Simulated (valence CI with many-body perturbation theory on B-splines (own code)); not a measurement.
**Pd XLI: calculated level list**

Computed by valence CI with perturbative core correlation (CI+MBPT): four valence electrons over a frozen Dirac-Fock core [He], a basis of 11 s, 11 p, 9 d, 7 f, 5 g, 2 h, 1 i functions for each j, with the one-electron correlation potential Σ1 (screened to all orders), the two-electron term Σ2, the three-electron term Σ3, Breit, model QED; selected single and double excitations, second order for the rest (own B-spline code, finite nucleus).

No measured spectrum was set against this ion. As an estimate, large intervals hold to a few tenths of a per cent, small ones and those within an open d or f shell to about a per cent. Among the levels kept, up to 280 cm⁻¹ of a level comes from second order outside the variational space, and about a tenth of that is noise between levels of different J, which matters for small intervals.

Levels 91 to 110 of 110, with energies above the lowest level, (2s^2 2p1/2^2) J=0. "Leading %" is the weight of the configuration and term that name the level; weights of strongly mixed levels are sums over their largest components and can fall short. In the jj column 3d3/2^4 stands for four electrons in 3d with j = 3/2.

```csv
No.,Configuration,Term,J,E (Ry),Leading %,Leading jj,Second component
91,2s2p²3p,³P°,1,290.87,39,2s 2p1/2 2p3/2 3p3/2 (92 %),26 % 2s2p²3p ³S°
92,2s2p²3p,³P°,0,290.89,84,2s 2p1/2 2p3/2 3p3/2 (98 %),15 % 2s2p²3p ¹S°
93,2s2p²3p,³D°,2,290.93,38,2s 2p1/2 2p3/2 3p3/2 (94 %),25 % 2s2p²3p ¹D°
94,2s2p²3d,³D,1,291.00,36,2s 2p1/2 2p3/2 3d5/2 (91 %),28 % 2s2p²3d ³P
95,2s2p²3d,⁵F,5,291.03,53,2s 2p1/2 2p3/2 3d5/2 (96 %),47 % 2s2p²3d ³G
96,2s2p²3d,⁵P,2,291.05,32,2s 2p1/2 2p3/2 3d3/2 (92 %),23 % 2s2p²3d ³D
97,2s2p²3d,³F,3,291.12,36,2s 2p1/2 2p3/2 3d3/2 (59 %),30 % 2s2p²3d ⁵D
98,2s2p²3d,⁵P,1,291.27,48,2s 2p1/2 2p3/2 3d3/2 (90 %),21 % 2s2p²3d ³P
99,2s2p²3p,³P°,1,291.31,56,2s 2p1/2 2p3/2 3p3/2 (94 %),20 % 2s2p²3p ¹P°
100,2s2p²3s,³D,3,291.82,33,2s 2p3/2^2 3s (63 %),33 % 2s2p²3s ⁵P
101,2s2p²3d,³P,2,292.18,34,2s 2p1/2 2p3/2 3d5/2 (74 %),21 % 2s2p²3d ³F
102,2s2p²3d,³D,3,292.55,39,2s 2p1/2 2p3/2 3d5/2 (59 %),16 % 2s2p²3d ¹F
103,2s2p²3d,³F,4,292.68,53,2s 2p1/2 2p3/2 3d5/2 (78 %),28 % 2s2p²3d ¹G
104,2s2p²3d,³D,1,292.87,57,2s 2p1/2 2p3/2 3d5/2 (88 %),17 % 2s2p²3d ³P
105,2s2p²3s,³P,2,293.11,45,2s 2p3/2^2 3s (94 %),25 % 2s2p²3s ¹D
106,2s2p²3d,³P,0,293.15,74,2s 2p1/2 2p3/2 3d5/2 (92 %),22 % 2s2p²3d ¹S
107,2s2p²3d,³G,3,293.45,56,2s 2p1/2 2p3/2 3d3/2 (96 %),19 % 2s2p²3d ¹F
108,2s2p²3d,³F,2,293.85,48,2s 2p1/2 2p3/2 3d3/2 (76 %),26 % 2s2p²3d ¹D
109,2s2p²3d,³D,1,294.02,56,2s 2p1/2 2p3/2 3d3/2 (90 %),20 % 2s2p²3d ¹P
110,2p³3s,³P°,2,294.05,39,2p1/2^2 2p3/2 3s (90 %),33 % 2p³3s ⁵S°
```
